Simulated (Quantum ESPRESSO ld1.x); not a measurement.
Q: Nd3+, configuration [Xe] 4f3 (the NIST ground configuration). All-electron calculation, Dirac Kohn-Sham, BP86, spin-unpolarised, spherical densities, point nucleus; open shells are shared between the two j in proportion to 2j + 1. Program: ld1.x of Quantum ESPRESSO 7.5.

Spin-orbit splittings of the eigenvalues, e(l+1/2) - e(l-1/2), with zeta = 2 splitting/(2l+1) and mean radii in bohr:

| shell | occ. | splitting (eV) | zeta (eV) | <r> j=l-1/2 | <r> j=l+1/2 |
|---|---|---|---|---|---|
| 2p | 6 | 520.3 | 346.8 | 0.08421 | 0.09063 |
| 3p | 6 | ? | ? | 0.2556 | 0.2681 |
| 3d | 10 | 22.43 | 8.973 | 0.2395 | 0.2433 |
| 4p | 6 | 22.65 | 15.10 | 0.6223 | 0.6503 |
| 4d | 10 | 4.023 | 1.609 | 0.6976 | 0.7075 |
| 4f | 3 | 0.4633 | 0.1324 | 0.9669 | 0.9765 |
| 5p | 6 | 3.394 | 2.263 | 1.592 | 1.667 |

Estimate the 3p splitting.

A: 103.8 eV (zeta = 69.22 eV).
